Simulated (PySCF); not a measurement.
## Where the electron goes

Species: C6H7O2P.
Bonds: C1–C2, C2–O3 (double), C2–C4, C4–O5 (aromatic), O5–C6 (aromatic), C6–C7 (aromatic), C7–C8, C7–P9 (aromatic), C4–P9 (aromatic). Hydrogens: H10, H11, H12 on C1; H13 on C6; H14, H15, H16 on C8.

Method: TDDFT PBE0/def2-SVPD, vertical, gas phase, core orbitals frozen in the response (PySCF). The structure is a single GFN2-xTB conformer in the gas phase; no vibrational or solvent corrections. Torsions of this conformer, `[CH3:1][C:2](=[O:3])[c:4]1[o:5][cH:6][c:7]([CH3:8])[p:9]1`: C1–C2–C4–O5 0°.

Kohn–Sham orbitals with the atoms that hold most of them (Löwdin shares over 4%, at most four atoms; ? is withheld):

```
orbital  ε (eV)                           atoms
 LUMO+2    0.54    C8 20%, C6 14%, P9 9%, O5 8%
 LUMO+1    0.17  C7 29%, C6 27%, P9 12%, O5 11%
   LUMO   -2.27  P9 28%, C4 16%, O3 15%, C2 14%
   HOMO   -7.14                               ?
 HOMO-1   -7.43                               ?
 HOMO-2   -7.93  C7 31%, P9 18%, O5 16%, C6 14%
 HOMO-3   -8.56    P9 58%, C7 13%, C4 7%, O3 7%
```

(1) Give the leading atoms of the HOMO-1.

(2) Give the leading atoms of the HOMO.

(3) The HOMO–LUMO gap is 4.86 eV. Where does the response calculation put the lowest singlet, and from which orbitals?

(4) One configuration dominates each of S1, S2, S3, S6 and S8. Which, and how do the shares of the two leading atoms of either orbital change from the occupied to the empty one?

Answers

(1) O3 (bonded to C) 58%; C2 (bonded to 2 C and O) 10%; C1 (bonded to C and 3 H) 10%; P9 (bonded to 2 C) 8%. By element: oxygen 58% or more, carbon 20% or more, phosphorus 8%.

(2) C4 (bonded to C, O and P) 29%; P9 (bonded to 2 C) 19%; C6 (bonded to C, O and H) 16%; O3 (bonded to C) 12%. By element: carbon 46% or more, phosphorus 19%, oxygen 12% or more.

(3) S1 is at 3.44 eV (f = 0.0008), 1.42 eV below the gap, made of HOMO-1→LUMO (97%). Its leading pair isn't HOMO and LUMO; the energies of that pair differ by 5.15 eV. 

(4) 
- S1 (3.44 eV, f 0.0008), HOMO-1→LUMO (97%): O3 58% → 15%, C2 10% → 14%, P9 8% → 28%, C4 at most 8% → 16%
- S2 (4.37 eV, f 0.238), HOMO→LUMO (92%): C4 29% → 16%, P9 19% → 28%
- S3 (4.84 eV, f 0.033), HOMO-2→LUMO (90%): C7 31% → at most 15%, P9 18% → 28%, C4 at most 15% → 16%
- S6 (6.42 eV, f 0.116), HOMO→LUMO+1 (84%): C4 29% → at most 11%, P9 19% → 12%, C7 at most 12% → 29%, C6 16% → 27%
- S8 (6.59 eV, f 0.0004), HOMO-1→LUMO+1 (92%): O3 58% → at most 11%, C2 10% → at most 11%, C7 at most 8% → 29%, C6 at most 8% → 27%

Löwdin shares depend on the basis, the more so with diffuse functions.
